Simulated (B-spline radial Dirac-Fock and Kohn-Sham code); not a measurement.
# Dipole and non-dipole photoemission parameters of Ho²⁺ 4p3/2

System: the Ho²⁺ ion in the configuration [Xe] 4f11; threshold 316.9 eV (orbital energy of the model). Level of theory: Dirac-Hartree-Slater photoionisation with a Latter tail; cross sections with all multipoles, angular parameters from the dipole term and its interference with E2; an atomic code on a B-spline grid.

For linearly polarised light dσ/dΩ = σ/(4π) [1 + β P₂(cos θ) + (δ + γ cos²θ) sin θ cos φ], with θ from the polarisation vector and φ the angle between the beam and the projection of the electron momentum on the plane normal to the polarisation.

```csv
hν (eV),σ (kb),β,γ,δ
333,273,-0.807,-0.081,0.035
354,264,-0.503,-0.129,0.043
716,157,1.185,0.287,0.032
719,156,1.189,0.288,0.032
800,138,1.289,0.296,0.024
1100,91.0,1.500,0.220,0.007
1130,87.6,1.513,0.209,0.006
1180,82.4,1.533,0.192,0.005
1253.6,75.3,1.560,0.165,0.004
1360,66.6,1.591,0.130,0.003
1460,?,?,?,?
1486.9,57.9,1.620,0.091,0.002
1540,54.7,1.630,0.076,0.001
1550,54.1,1.632,0.074,0.001
1610,50.8,1.643,0.058,0.001
1650,48.8,1.649,0.049,0.001
2620,21.4,1.723,-0.039,0.003
2770,19.2,1.727,-0.035,0.003
2860,18.1,1.729,-0.031,0.004
4420,7.39,1.725,0.147,0.008
4430,7.36,1.725,0.149,0.008
5414.7,4.74,1.708,0.306,0.011
5430,4.71,1.708,0.309,0.012
6000,3.75,1.696,0.404,0.013
6290,3.37,1.689,0.452,0.014
8047.8,1.88,1.648,0.739,0.021
15000,0.380,1.488,1.631,0.059
```

**Question.** Give the values at 1460 eV.

**Answer.** σ = 59.6 kb, β = 1.614, γ = 0.099, δ = 0.002.

Values without a named source are computed, but for edge energies of neutral atoms, which are taken from tables.
